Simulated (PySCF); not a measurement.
Geometry:
```json
{"atom": "Cl1", "x (Å)": "-2.643", "y (Å)": "0.781", "z (Å)": "0.405"}
{"atom": "C2", "x (Å)": "-0.967", "y (Å)": "0.185", "z (Å)": "0.542"}
{"atom": "C3", "x (Å)": "0.025", "y (Å)": "1.219", "z (Å)": "0.029"}
{"atom": "C4", "x (Å)": "1.361", "y (Å)": "0.549", "z (Å)": "-0.132"}
{"atom": "C5", "x (Å)": "1.483", "y (Å)": "-0.771", "z (Å)": "-0.170"}
{"atom": "O6", "x (Å)": "0.459", "y (Å)": "-1.663", "z (Å)": "-0.120"}
{"atom": "C7", "x (Å)": "-0.827", "y (Å)": "-1.101", "z (Å)": "-0.271"}
{"atom": "H8", "x (Å)": "-0.792", "y (Å)": "-0.028", "z (Å)": "1.600"}
{"atom": "H9", "x (Å)": "0.102", "y (Å)": "2.053", "z (Å)": "0.728"}
{"atom": "H10", "x (Å)": "-0.317", "y (Å)": "1.624", "z (Å)": "-0.929"}
{"atom": "H11", "x (Å)": "2.233", "y (Å)": "1.176", "z (Å)": "-0.195"}
{"atom": "H12", "x (Å)": "2.433", "y (Å)": "-1.280", "z (Å)": "-0.241"}
{"atom": "H13", "x (Å)": "-1.014", "y (Å)": "-0.882", "z (Å)": "-1.331"}
{"atom": "H14", "x (Å)": "-1.535", "y (Å)": "-1.862", "z (Å)": "0.064"}
```

Non-relativistic, isolated molecule, a single conformation. NMR shieldings at PBE0/pcSseg-1/GIAO; GFN2-xTB structure; PySCF 2.14.0 with density-fitted response routines.

Task: Predict the 2D correlation tables (HSQC, COSY, HMBC).

Result: 

HSQC (one-bond C–H):
```csv
δH,δC
6.52 (H12),151.8 (C5)
4.79 (H11),102.5 (C4)
4.33 (H14),72.9 (C7)
3.99 (H8),57.0 (C2)
3.70 (H13),72.9 (C7)
2.50 (H9),35.9 (C3)
2.33 (H10),35.9 (C3)
```

COSY cross peaks (H two or three bonds apart, from the bond graph; peaks can be absent where the dihedral angle is near 90°):
```csv
δH,δH
6.52 (H12),4.79 (H11)
4.79 (H11),2.50 (H9)
4.79 (H11),2.33 (H10)
4.33 (H14),3.99 (H8)
4.33 (H14),3.70 (H13)
3.99 (H8),3.70 (H13)
3.99 (H8),2.50 (H9)
3.99 (H8),2.33 (H10)
2.50 (H9),2.33 (H10)
```

HMBC (two and three bonds, from the bond graph):
```csv
δH,δC
6.52 (H12),"102.5 (C4), 72.9 (C7), 35.9 (C3)"
4.79 (H11),"151.8 (C5), 57.0 (C2), 35.9 (C3)"
4.33 (H14),"151.8 (C5), 57.0 (C2), 35.9 (C3)"
3.99 (H8),"102.5 (C4), 72.9 (C7), 35.9 (C3)"
3.70 (H13),"151.8 (C5), 57.0 (C2), 35.9 (C3)"
2.50 (H9),"151.8 (C5), 102.5 (C4), 72.9 (C7), 57.0 (C2)"
2.33 (H10),"151.8 (C5), 102.5 (C4), 72.9 (C7), 57.0 (C2)"
```

δ = σ(ref) − σ, references computed at the same level: 1H (σref 31.72), 13C (σref 186.93) against TMS.

Short H···H contacts in this conformer between protons four or more bonds apart (candidates for NOE cross peaks, intensity ∝ r⁻⁶): H10···H13 2.63 Å.

Carbons that carry Cl, above all several Cl atoms, come out too deshielded, partly because spin–orbit coupling is missing. Shifts are as computed. Against solution values, carbons near 30 ppm lie about +3 ppm off and those near 130 ppm about +5 ppm; carbons on Cl a further +6 ppm. Of 1211 compounds with measured shifts, 218 miss one by over three times the rms of a fit or turn the order of signals round; such compounds aren't used in these exercises.
